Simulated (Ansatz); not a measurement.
Frontier orbitals of C$_{2}$H$_{3}$FInN (`[CH3][In]([F])[C]#N`).

```xyz
8

C     0.932   -1.113    0.444
In   -0.371    0.534    0.198
F    -0.867    1.566    1.773
C    -1.333    1.386   -1.478
N    -1.825    1.799   -2.435
H     1.124   -1.596   -0.512
H     0.473   -1.821    1.134
H     1.867   -0.756    0.876
```

Charge 0, multiplicity 1. Correlated methods include outer-core shells of In, which these sets cover unevenly. In takes the def2 core potential. The geometry is a stationary point of PBE0-D4/def2-TZVP. Basis def2-TZVPP, Ansatz.

Question: Compute the vertical ionisation energy as the energy of the cation minus that of the neutral molecule, at each level. (Best estimate.)

Answer: The calculation gave: 
```json
{"level": "PBE-D4/def2-TZVPP", "IE (eV)": "10.69", "difference from CCSD(T)/def2-TZVPP": "-0.85"}
{"level": "r2SCAN-D4/def2-TZVPP", "IE (eV)": "10.88", "difference from CCSD(T)/def2-TZVPP": "-0.66"}
{"level": "PBE0-D4/def2-TZVPP", "IE (eV)": "11.24", "difference from CCSD(T)/def2-TZVPP": "-0.30"}
{"level": "B3LYP-D4/def2-TZVPP", "IE (eV)": "11.22", "difference from CCSD(T)/def2-TZVPP": "-0.32"}
{"level": "ωB97X-V/def2-TZVPP", "IE (eV)": "11.58", "difference from CCSD(T)/def2-TZVPP": "0.04"}
{"level": "ωB97M-V/def2-TZVPP", "IE (eV)": "11.58", "difference from CCSD(T)/def2-TZVPP": "0.05"}
{"level": "B2PLYP/def2-TZVPP", "IE (eV)": "11.38", "difference from CCSD(T)/def2-TZVPP": "-0.16"}
{"level": "HF/def2-TZVPP", "IE (eV)": "10.72", "difference from CCSD(T)/def2-TZVPP": "-0.81"}
{"level": "MP2/def2-TZVPP", "IE (eV)": "11.83", "difference from CCSD(T)/def2-TZVPP": "0.29"}
{"level": "CCSD/def2-TZVPP", "IE (eV)": "11.58", "difference from CCSD(T)/def2-TZVPP": "0.05"}
{"level": "CCSD(T)/def2-TZVPP", "IE (eV)": "11.54", "difference from CCSD(T)/def2-TZVPP": "0.00"}
{"level": "HF/def2-QZVPP", "IE (eV)": "10.70", "difference from CCSD(T)/def2-TZVPP": "-0.83"}
{"level": "MP2/def2-QZVPP", "IE (eV)": "11.92", "difference from CCSD(T)/def2-TZVPP": "0.38"}
```

B3LYP here is the variant with VWN-RPA as its local correlation; programs differ in this.
